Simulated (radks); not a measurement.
Question: The mean radii <r> (bohr) of the occupied orbitals of an atom or ion are listed with their occupations. Method: Dirac Kohn-Sham, PBE, spin-unpolarised, spherical densities, point nucleus; computed with a radial shooting solver on a logarithmic mesh with Libxc functionals.

| orbital | occ. | <r> |
|---|---|---|
| 1s1/2 | 2 | 0.02363 |
| 2s1/2 | 2 | 0.1005 |
| 2p1/2 | 2 | 0.08421 |
| 2p3/2 | 4 | 0.09063 |
| 3s1/2 | 2 | 0.2659 |
| 3p1/2 | 2 | 0.2556 |
| 3p3/2 | 4 | 0.2680 |
| 3d3/2 | 4 | 0.2394 |
| 3d5/2 | 6 | 0.2433 |
| 4s1/2 | 2 | 0.6075 |
| 4p1/2 | 2 | 0.6240 |
| 4p3/2 | 4 | 0.6521 |
| 4d3/2 | 4 | 0.7009 |
| 4d5/2 | 6 | 0.7109 |
| 5p1/2 | 2 | 1.579 |
| 5p3/2 | 4 | 1.652 |
| 4f5/2 | 1.71429 | 0.9800 |
| 4f7/2 | 2.28571 | 0.9895 |
| 6s1/2 | 1 | 3.363 |
| 5f5/2 | 0.857143 | 5.963 |
| 5f7/2 | 1.14286 | 5.983 |

Name the element and its charge. Open shells, if any, are shared by 2j + 1.

Answer: Z = 60, neodymium, charge +1: Nd+ in [Kr] 4d10 4f4 5p6 6s1 5f2. The 1s radius gives Z: for a bare nucleus <r> = (2 gamma + 1)/(2Z) with gamma = sqrt(1 - (Z/c)^2), 0.02332 bohr for Z = 60, and screening makes it slightly larger (0.02363 here). The occupations add up to 59, and the charge is Z minus that.
